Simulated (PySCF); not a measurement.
# Ca⁺ (calcium, charge +1) across methods

[Ar] 3d1, 2D determinant (an excited configuration). All numbers are calculated (PySCF 2.14, no relativity, point nucleus, in dyall-av2z (17s13p4d, 76 functions)).

```
 method  E (hartree)  mean ε 3p α (eV)  mean ε 3p β (eV)  mean ε 3d α (eV)  Σ⟨r²⟩ (bohr²)   ⟨S²⟩
  B97-3     -677.159           -35.786           -35.408            -6.410          28.01  0.750
    LDA     -675.398           -33.429           -33.096            -5.718          28.13  0.750
r2SCANh     -677.198           -34.888           -34.444            -6.070          27.70  0.750
   PBE0     -677.059           -35.691           -35.255            -6.479          27.97  0.750
    PBE     -677.016           -33.369           -33.020            -5.827          28.29  0.750
 r2SCAN     -677.199           -34.063           -33.644            -5.803          27.80  0.750
    UHF   -676.43754           -41.820           -41.179            -7.962          28.93  0.750
  wB97X     -677.235           -38.103           -37.727            -8.086          27.63  0.750
```

(1) Estimate the same row for TPSS.

Results:

(1) E (hartree) = -677.261; mean ε 3p α (eV) = -33.592; mean ε 3p β (eV) = -33.234; mean ε 3d α (eV) = -5.771; Σ⟨r²⟩ (bohr²) = 28.17; ⟨S²⟩ = 0.750.
